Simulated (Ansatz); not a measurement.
Isomers of C2H10BNSi, relaxed with PBE0-D4/def2-TZVP in Ansatz; electronic energies, one conformer each and not always the lowest. Functionals use def2-TZVPP; CBS adds triple-zeta CCSD(T) − MP2 to the MP2 limit of def2-TZVPP and def2-QZVPP.

Question: Order them by energy at frozen-core CCSD(T)/CBS, lowest first. (An estimate is asked.)
A. `CN(C)B[SiH3]`
B. `BN([SiH3])CC`
C. `CB(C)N[SiH3]`
D. `BN[SiH](C)C`
E. `CNB(C)[SiH3]`
F. `BN(C)[SiH2]C`

Answer: D (0.0 kcal/mol), C (1.5 kcal/mol), F (19.4 kcal/mol), B (28.9 kcal/mol), E (33.3 kcal/mol), A (48.2 kcal/mol).

Question: How do B3LYP, HF/CBS(def2), B3LYP-D4, ωB97M-V place them (kcal/mol, against `BN[SiH](C)C`)? (Estimate.)

Answer: Computed: 
```tsv
isomer	B3LYP	HF/CBS(def2)	B3LYP-D4	ωB97M-V
`CB(C)N[SiH3]`	1.0	0.6	1.2	1.7
`BN(C)[SiH2]C`	19.0	18.8	18.8	19.8
`CNB(C)[SiH3]`	31.2	35.8	31.8	34.0
`CN(C)B[SiH3]`	46.4	50.6	46.7	49.5
`BN([SiH3])CC`	28.9	27.4	28.4	29.8
```

B3LYP here is the variant with VWN-RPA as its local correlation; programs differ in this.
